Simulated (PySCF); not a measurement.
C3H7FOSi.
SMILES with atom numbers: `[F:1][C@@H:2]1[CH2:3][C@@H:4]1[O:5][SiH3:6]` (hydrogens: H7 on C2; H8, H9 on C3; H10 on C4; H11, H12, H13 on Si6)

Method used: PBE0-D3(BJ)/def2-SVP geometry optimisation, gas phase (PySCF).

**Question.** Give the optimised bond lengths and angles.

**Answer.** 
```csv
bond,length (bohr),order
F1–C2,2.571,single
C2–C3,2.817,single
C3–C4,2.844,single
C4–O5,2.599,single
O5–Si6,3.171,single
C2–C4,2.832,single
C2–H7,2.069,single
C3–H8,2.066,single
C3–H9,2.065,single
C4–H10,2.075,single
"Si6–H11, Si6–H12, Si6–H13",2.819,single
```

Bonds in one row agree within 0.02 bohr and their mean is given. Orders are formal, as drawn. A selection of angles:
```csv
angle,degrees
F1–C2–C3,117.4
F1–C2–C4,115.7
F1–C2–H7,112.1
C3–C2–C4,60.4
C3–C2–H7,121.3
C4–C2–H7,121.0
C2–C3–C4,60.0
C2–C3–H8,115.2
C2–C3–H9,119.5
C4–C3–H8,114.6
C4–C3–H9,120.1
H8–C3–H9,115.8
C3–C4–O5,117.7
C3–C4–H10,118.0
O5–C4–H10,114.4
C2–C4–C3,59.5
C2–C4–O5,119.1
C2–C4–H10,117.5
C4–O5–Si6,126.9
O5–Si6–H11,111.7
O5–Si6–H12,110.4
O5–Si6–H13,105.8
H11–Si6–H12,110.3
```

Dihedral angles: F1–C2–C3–C4 -106° (anticlinal); C2–C3–C4–O5 109° (anticlinal); C3–C4–O5–Si6 -116° (anticlinal); F1–C2–C4–C3 108° (anticlinal).

Si6 (oxygen-bound silicon) is distorted tetrahedral (angles from 105.8° to 111.7°). O5 (silyl ether oxygen) is bent (angle 126.9°). The 3-membered ring C2–C3–C4 has internal angles of 59.5° to 60.4°. Of the pairs four or more bonds apart, F1···Si6 is among the closest relative to their van der Waals radii: 2.93 Å, 82 % of the sum of Bondi's values.

Point group: C1 (no symmetry element, even within 0.4 Å). No frequency check. The numbers are those of one conformer.
